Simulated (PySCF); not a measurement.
# Telling isomers of C₅H₁₁NO₂Si₂ apart by NMR

[PySCF 2.14.0 with density-fitted response routines: geometry: GFN2-xTB; shielding tensors at PBE0/pcSseg-1 (GIAO); one averaged value for each set of equivalent atoms; no solvent model; one conformer; non-relativistic Hamiltonian]

Scale: TMS for 1H (31.72 ppm), 13C (186.93 ppm) (reference shieldings calculated alike). Where no couplings were computed, multiplicities follow the n + 1 count of equivalent neighbours, and m marks all less simple cases (inequivalent or close neighbours, rings, F or P nearby). Acid and N–H amide carbonyl carbons lie up to 10 ppm further downfield in solution (hydrogen bonding). Shifts are as computed. Against solution values, carbons near 30 ppm lie about +3 ppm off and those near 130 ppm about +5 ppm. Of 1309 compounds with measured shifts, 239 miss one by over three times the rms of a fit or turn the order of signals round; such compounds aren't used in these exercises. OH and NH positions are gas-phase values without hydrogen bonding to other molecules.

(1) Tabulate the signals of `O=C(O)C#CCCN([SiH3])[SiH3]`, `CO[SiH2][Si@H](O)n1cccc1` and their relative energies.

(2) What is the quickest way to tell O=C(O)C#CCCN([SiH3])[SiH3] from CO[SiH2][Si@H](O)n1cccc1?

## Answers

(1) 
```json
{"SMILES": "O=C(O)C#CCCN([SiH3])[SiH3]", "carbon types": "3×C 2×CH2", "δC": "157.9, 95.8, 79.6, 57.8, 23.0", "δH": "6.20 (br s, 1H), 4.76 (s, 6H), 3.35 (t, 2H), 2.60 (t, 2H)", "E rel. (kcal/mol)": "64.0"}
{"SMILES": "CO[SiH2][Si@H](O)n1cccc1", "carbon types": "4×CH 1×CH3", "δC": "123.2, 117.3, 56.8", "δH": "6.77 (m, 2H), 6.61 (m, 2H), 6.15 (m, 1H), 5.11 (m, 1H), 5.06 (m, 1H), 3.73 (s, 3H), 1.48 (br s, 1H)", "E rel. (kcal/mol)": "0.0"}
```

Energies are electronic energies at PBE0/pcSseg-1 on these geometries, without zero-point or thermal terms, each for the one conformer computed, which needn't be the lowest.

(2) Count the carbon signals: 5 against 3. The first has a carboxylic acid carbon (C) at 157.9 ppm, the second an aromatic CH next to a ring nitrogen at 123.2 ppm. In the proton spectra the most deshielded non-exchanging signals are 4.76 (s, 6H) and 6.77 (m, 2H).
